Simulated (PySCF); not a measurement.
A family of related molecules: cyclic III–V and III–VI dimers. Gas-phase values, no solvent. Strings in code marks are SMILES.

Quantity: vertical ionisation energy (energy after one electron is removed minus that of the parent at the parent's geometry), in eV.

Level 1: TPSSh-D3(BJ)/def2-TZVP // CAM-B3LYP-D3(BJ)/def2-SVP (PySCF)
Level 2: B3LYP/6-31G* // CAM-B3LYP-D3(BJ)/def2-SVP (PySCF)
Level 3: PBE/6-31G* // CAM-B3LYP-D3(BJ)/def2-SVP (PySCF)
Level 4: minus the HOMO energy of HF/STO-3G // CAM-B3LYP-D3(BJ)/def2-SVP (PySCF)

```json
[
 {"species": "`[AlH2-]1[SH+][AlH2-][SH+]1`", "level 2": "9.94", "level 3": "9.48", "level 4": "7.77"},
 {"species": "`[BH2-]1[SeH+][BH2-][SeH+]1`", "level 2": "9.51", "level 3": "9.25", "level 4": "8.46"}
]
```

Question: What does level 1 give for each?

Answer: 
- `[AlH2-]1[SH+][AlH2-][SH+]1`: 9.82
- `[BH2-]1[SeH+][BH2-][SeH+]1`: 9.47
